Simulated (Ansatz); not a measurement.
Reaction (atomization): `[SiH3][O][Zn][SH]` → 4 H• + O• + S• + Si• + Zn (atom)

Gas-phase electronic energies from Ansatz, PBE0-D4/def2-TZVP geometries. CBS: MP2 limit from def2 TZ/QZ plus the TZ coupled-cluster correction, frozen cores. This one scheme is used for every species, atoms too. For atomizations the MP2-based limit and the directly extrapolated one differ by several kJ/mol either way, and by 10 to 25 for some Ge, Se and Sn compounds, so smaller differences from it don't rank the levels. Functionals use def2-TZVPP. HSE06 is defined as in plane-wave codes. Open shells (•) are unrestricted, without spin–orbit coupling. Spin–orbit coupling would lower the free atoms: a little for O, S, Si. Bonds to Zn are less sure, by a few kJ/mol each and by 10 to 20 or more in all where they break to atoms, as the def2 sets lack core-valence functions. Scalar relativity is left out up to krypton. Each species was taken in one conformer, which may not be the lowest.

`[SiH3][O][Zn][SH]`:

```xyz
8

Si    1.520   -0.546   -0.677
O     0.128   -0.691    0.145
Zn   -1.215    0.184    0.878
S    -2.864    1.171    1.830
H     1.268   -0.242   -2.115
H     2.373    0.549   -0.129
H     2.281   -1.821   -0.593
H    -3.490    1.397    0.661
```

```json
{"level": "HSE06-D4", "ΔE (kcal/mol)": "552.1"}
{"level": "CAM-B3LYP-D4", "ΔE (kcal/mol)": "560.5"}
{"level": "ωB97M-V", "ΔE (kcal/mol)": "563.0"}
{"level": "PBE-QIDH", "ΔE (kcal/mol)": "555.5"}
{"level": "r2SCAN0", "ΔE (kcal/mol)": "553.9"}
{"level": "HSE06", "ΔE (kcal/mol)": "549.1"}
{"level": "HF/def2-QZVPP", "ΔE (kcal/mol)": "408.9"}
{"level": "CCSD/CBS(def2)", "ΔE (kcal/mol)": "557.1"}
```

Task: What does CCSD(T)/CBS give? (An estimate is asked.)

Result: Ansatz gave: +565.0 kcal/mol. The listed levels differ from it by -12.9, -4.5, -2.0, -9.5, -11.1, -15.9, -156.1, -7.9 kcal/mol.

Largest T1 diagnostic among the species: 0.017.

From r2SCAN to r2SCAN0 (25 % exact exchange), in def2-TZVPP and without D4, ΔE moves by −9.7 kcal/mol: exact exchange takes away binding that semilocal exchange gives to molecules. At CCSD(T), def2-SVP lies −50.5 kcal/mol from the extrapolated value and def2-TZVPP −19.1 kcal/mol: correlation converges slowly with the basis, and small sets miss more of it in the bonded molecule than in its fragments. In def2-TZVPP, CCSD(T) changes the Hartree–Fock value by +140.3 kcal/mol (the triples alone add +8.0 kcal/mol) and MP2 by +151.1 kcal/mol; breaking electron pairs costs correlation energy, which Hartree–Fock lacks.
